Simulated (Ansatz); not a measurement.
```yaml
crystal:
  periodic: [false, false, false]
  atoms:
    - {symbol: B, position_ang: [-0.417264, 1.411845, 1.841648]}
    - {symbol: Si, position_ang: [0.096712, 0.536676, 0.207358]}
    - {symbol: C, position_ang: [1.433160, -0.640735, 0.475675]}
    - {symbol: O, position_ang: [-1.170520, -0.166741, -0.439273]}
    - {symbol: C, position_ang: [-1.139579, -0.742713, -1.658927]}
    - {symbol: H, position_ang: [0.374354, 1.986037, 2.447361]}
    - {symbol: H, position_ang: [0.883132, 1.584144, -0.663331]}
    - {symbol: H, position_ang: [0.583132, 1.534144, -0.713331]}
    - {symbol: H, position_ang: [1.725366, -1.090624, -0.426009]}
    - {symbol: H, position_ang: [1.148697, -1.399334, 1.141713]}
    - {symbol: H, position_ang: [2.271085, -0.151257, 0.875481]}
    - {symbol: H, position_ang: [-2.118147, -1.005004, -1.927970]}
    - {symbol: H, position_ang: [-0.551972, -1.616218, -1.661613]}
    - {symbol: H, position_ang: [-0.759922, -0.085544, -2.389728]}
basis:
  gaussian: {orbitals: "6-31G*", nuclear_model: gaussian}
hamiltonian: {xc: {name: B97}}
accuracy: high
scf: {lower_state_search: light}
```

```sh
$ ansatz run in.yaml --threads 4 --pin off --events-out ev --progress --plain --max-ram 10444MiB
```

Shortened log:

```
Functional definition: B97
2308 factors; integrals over basis functions are off by at most 3.9e-9 eV
mean field evaluation 1: about -12789.5163 eV, gradient 6.1e1 eV
mean field evaluation 2: about -12783.6955 eV, gradient 8.1e1 eV
mean field evaluation 4: about -12797.9692 eV, gradient 3.8e0 eV
mean field evaluation 8: about -12798.3156 eV, gradient 3.1e-1 eV
mean field evaluation 16: about -12798.3167 eV, gradient 4.9e-3 eV
mean field -12798.31668719 eV, -470.3294632437 hartree, gradient 8.0e-8 eV, S^2 0.000000; 2 other end points of the search recorded, 0 dependent functions left out
reference -12798.31668934 eV, -470.3294633225 hartree; 24, 24 occupied and 73, 73 virtual orbitals, 2308 factors
Total energy: -12798.31668934 eV, -470.3294633225 hartree
```

Task: Something in this input is off. What?

Result: One atom was put on top of another. The calculation finished and met its thresholds. The result belongs to that input, not to the molecule as meant.
